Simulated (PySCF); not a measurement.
A structure optimised at PBE-D3(BJ)/def2-SVP, used in a PySCF frequency run:

```xyz
7

O     -0.9297     1.8523     0.5555
Ge    -0.5432     0.1304     0.3658
O     -1.9453    -0.6621    -0.3577
F     -0.2206    -0.5022     1.9660
Br     1.2975    -0.3210    -0.9168
H     -0.2844     2.2937     1.1414
H     -2.7611    -0.2315    -0.0332
```

Write its SMILES and formula.

[OH][Ge]([OH])([F])[Br], BrFGeH2O2

What are its rotational constants (standard atomic weights)?

3.4369, 1.2589, 1.2380 GHz
